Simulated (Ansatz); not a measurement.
Reactions of `Cl[SiH]1NCO1`.

Computed with Ansatz on PBE0-D4/def2-TZVP structures; ΔE is electronic, products minus reactants. CCSD(T)/CBS adds triple-zeta CCSD(T) − MP2 to the extrapolated MP2 energy (def2 sets, frozen cores). This one scheme is used for every species, atoms too. DFT in def2-TZVPP. B3LYP here is the variant with VWN-RPA as its local correlation; programs differ in this. Open shells (•) are unrestricted, without spin–orbit coupling. Spin–orbit coupling would lower the free atoms: a little for C, Cl, O, Si. One conformer a species, not always the lowest.

| reaction | B3LYP-D4 (kcal/mol) | B2PLYP (kcal/mol) | PBE0-D4 (kcal/mol) | CCSD(T)/CBS(def2) (kcal/mol) |
| --- | --- | --- | --- | --- |
| `Cl[SiH]1NCO1` + `O[SiH2][SiH2][SiH2]F` → `F[SiH]1NCO1` + `O[SiH2][SiH2][SiH2]Cl` | -3.6 | -4.1 | -4.3 | -4.3 |
| `Cl[SiH]1NCO1` → C• + Cl• + 4 H• + N• + O• + Si• | 806.6 | 799.3 | 810.8 | 811.3 |
| `Cl[SiH]1NCO1` + H₂ → `C1N[SiH2]O1` + HCl | 24.6 | 23.8 | 24.7 | 24.6 |
| `Cl[SiH]1NCO1` → `O[Si]1(Cl)CN1` | 6.3 | 6.6 | 6.5 | 6.3 |
| `Cl[SiH]1NCO1` + H–F → `F[SiH]1NCO1` + HCl | -12.0 | -12.8 | -9.8 | -11.2 |

Largest T1 diagnostic: 0.013, for `O[SiH2][SiH2][SiH2]F`.
